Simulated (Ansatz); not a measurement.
def2 core potentials replace the inner electrons of Sb.

Species: C₂H₅O₂Sb, SMILES `C=[CH][Sb]([OH])[OH]` with one electron removed (charge 1, multiplicity 2), formula C2H5O2Sb.

Problem. How many basis functions does frozen-core CCSD(T)/def2-TZVPP // B3LYP-D3(BJ)/def2-SVP (Ansatz, a first-principles code) use, how many core orbitals are frozen, and how many electrons are correlated?

Solution. 244 basis functions and 8 frozen orbitals, which leaves 39 correlated electrons (filled d shells below the valence shell are correlated). Core time is of the order of hours.
